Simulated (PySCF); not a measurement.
**`InChI=1S/C3H4F2Si/c4-2-1-3(5)6/h2H,6H3`**

Geometry:
```
atom   x (Å)   y (Å)   z (Å)
  F1   3.006   0.665  -0.471
  C2   2.052   0.669   0.484
  C3   0.985  -0.066   0.413
  C4  -0.133  -0.714   0.283
  F5  -0.264  -1.966   0.794
 Si6  -1.718  -0.081  -0.567
  H7   2.293   1.348   1.290
  H8  -1.422   1.263  -1.051
  H9  -2.770  -0.095   0.450
 H10  -2.020  -1.019  -1.647
```

Computed, not measured: TDDFT CAM-B3LYP/def2-SVPD circular dichroism and optical rotation, one conformer, gas phase (PySCF). Geometry: GFN2-xTB.

No stereocentre is labelled: unless the shape is locked (an allene, a helicene, a hindered biaryl), the mirror image is equally populated and a measured rotation or CD is zero.

(1) List the lowest 16 singlet excitations with oscillator and rotatory strengths.

## Answers

(1) Rotatory strengths R in 10⁻⁴⁰ esu² cm², velocity form and length form (origin at the centre of mass); f in length form.
| state | E (eV) | λ (nm) | f | R (velocity) | R (length) | main |
| --- | --- | --- | --- | --- | --- | --- |
| 1 | 5.37 | 231 | 0.002 | -1.3 | -1.6 | HOMO→LUMO 0.92 |
| 2 | 5.69 | 218 | 0.002 | -2.7 | -4.2 | HOMO−1→LUMO+1 0.87 |
| 3 | 6.55 | 189 | 0.004 | +0.4 | +0.4 | HOMO−1→LUMO 0.48, HOMO→LUMO+1 0.44 |
| 4 | 7.28 | 170 | 0.714 | +2.8 | +2.7 | HOMO→LUMO+1 0.41, HOMO−1→LUMO 0.32 |
| 5 | 7.62 | 163 | 0.005 | -2.2 | -3.7 | HOMO−1→LUMO+2 0.61, HOMO−1→LUMO+3 0.23 |
| 6 | 7.72 | 161 | 0.518 | -19.3 | -20.4 | HOMO→LUMO+2 0.50, HOMO−1→LUMO 0.10 |
| 7 | 7.76 | 160 | 0.089 | -12.9 | -10.4 | HOMO−2→LUMO 0.65, HOMO−4→LUMO 0.09 |
| 8 | 8.30 | 149 | 0.004 | -1.1 | -1.6 | HOMO−2→LUMO+1 0.44, HOMO−1→LUMO+3 0.17 |
| 9 | 8.32 | 149 | 0.002 | +7.7 | +7.8 | HOMO−1→LUMO+3 0.40, HOMO−2→LUMO+1 0.25 |
| 10 | 8.50 | 146 | 0.024 | +2.0 | +2.1 | HOMO→LUMO+3 0.41, HOMO→LUMO+4 0.28 |
| 11 | 8.57 | 145 | 0.010 | -7.1 | -7.2 | HOMO→LUMO+4 0.40, HOMO→LUMO+3 0.25 |
| 12 | 8.63 | 144 | 0.005 | +2.8 | +3.5 | HOMO−1→LUMO+5 0.42, HOMO→LUMO+5 0.18 |
| 13 | 8.73 | 142 | 0.003 | -4.7 | -4.5 | HOMO→LUMO+6 0.38, HOMO→LUMO+5 0.26 |
| 14 | 8.87 | 140 | 0.003 | -6.2 | -6.5 | HOMO−1→LUMO+6 0.39, HOMO→LUMO+5 0.23 |
| 15 | 8.90 | 139 | 0.007 | -15.1 | -14.8 | HOMO−1→LUMO+4 0.35, HOMO−4→LUMO 0.23 |
| 16 | 8.94 | 139 | 0.068 | +4.9 | +5.0 | HOMO−1→LUMO+6 0.36, HOMO→LUMO+6 0.22 |

Among the states computed, the strongest CD band (largest |R|) is state 6. The largest dissymmetry factor in size, g = 4R/(D+G), with D and G the electric and magnetic dipole strengths, is +0.056 for state 9 (velocity form, f = 0.002), among bands with |R| over 0.5. The mirror image has the same energies and oscillator strengths and all R with the opposite sign.
